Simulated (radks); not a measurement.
Task: The table gives one normalised radial function P(r) = r R(r) of He in [He] (r in bohr). Method: scalar-relativistic Kohn-Sham, PBE, spin-polarised, spherical densities, point nucleus; hard spherical wall at 2.5 bohr; computed with a radial shooting solver on a logarithmic mesh with Libxc functionals.

| r | P |
|---|---|
| 0.03119 | 0.0020 |
| 0.03631 | 0.0027 |
| 0.04193 | 0.0035 |
| 0.04843 | 0.0047 |
| 0.05593 | 0.0062 |
| 0.06511 | 0.0083 |
| 0.07519 | 0.0110 |
| 0.08684 | 0.0145 |
| 0.1003 | 0.0191 |
| 0.1168 | 0.0255 |
| 0.1348 | 0.0334 |
| 0.1557 | 0.0436 |
| 0.1798 | 0.0568 |
| 0.2094 | 0.0748 |
| 0.2418 | 0.0966 |
| 0.2792 | 0.1243 |
| 0.3225 | 0.1590 |
| 0.3754 | 0.2049 |
| 0.4336 | 0.2586 |
| 0.5007 | 0.3236 |
| 0.5783 | 0.4008 |
| 0.6732 | 0.4957 |
| 0.7775 | 0.5967 |
| 0.8979 | 0.7040 |
| 1.037 | 0.8088 |
| 1.207 | 0.8998 |
| 1.394 | 0.9428 |
| 1.61 | 0.9104 |
| 1.859 | 0.7641 |
| 2.165 | 0.4485 |
| 2.5 | 0.0000 |

Which n and l does it have? It may be an empty orbital.

Result: n = 2, l = 1: the number of nodes gives n - l - 1 = 0, the rise at small r (about r^(l+1)) gives l, and the extent must fit the shell. The curve is that of 2p. 2p (empty): eigenvalue 31.768 eV, 0 radial nodes, <r> = 1.40 bohr, 90 % of the charge inside 1.94 bohr.
